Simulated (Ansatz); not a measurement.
Stepwise reaction of germanium tetrachloride with ammonia, as a gas-phase model of exchange steps in deposition or etching. ΔE in kJ/mol; ΔG adds harmonic PBE0-D4 terms to CCSD(T)/CBS, at 1 bar.

Computed with Ansatz on PBE0-D4/def2-TZVP structures; ΔE is electronic, products minus reactants. CCSD(T)/CBS is the MP2 limit (def2-TZVPP, def2-QZVPP) plus CCSD(T) − MP2 in def2-TZVPP, frozen cores. This one scheme is used for every species. Functionals use def2-TZVPP. B3LYP here is the variant with VWN-RPA as its local correlation; programs differ in this. For Ge outer-core shells are correlated without core-valence functions, which leaves a few kJ/mol of doubt a bond. Scalar relativity is left out up to krypton. Each species was taken in one conformer, which may not be the lowest.

```json
{"step": "1", "reaction": "`[Cl][Ge]([Cl])([Cl])[Cl]` + NH₃ → `[NH2][Ge]([Cl])([Cl])[Cl]` + HCl", "PBE-D4": "47.8", "B3LYP-D4": "46.5", "ωB97M-V": "44.8", "CCSD(T)/CBS": "41.4", "ΔG(500 K)": "22.6"}
{"step": "2", "reaction": "`[NH2][Ge]([Cl])([Cl])[Cl]` + NH₃ → `[NH2][Ge]([NH2])([Cl])[Cl]` + HCl", "PBE-D4": "46.9", "B3LYP-D4": "45.8", "ωB97M-V": "44.6", "CCSD(T)/CBS": "40.9", "ΔG(500 K)": "40.8"}
```

(1) By hand: ΔE of the 2 steps together at CCSD(T)/CBS.

## Answers

(1) (41.4) + (40.9) = 82.3 kJ/mol, or 41.1 kJ/mol a step.

In ΔE the steps differ by no more than 0.5 kJ/mol. All are uphill at CCSD(T)/CBS. ΔG lies between 22.6 and 40.8 kJ/mol a step. PBE-D4 differs from CCSD(T)/CBS by 6.0 to 6.4 kJ/mol a step. Isolated molecules leave out the surface, adducts and barriers. Largest T1 diagnostic: 0.010.
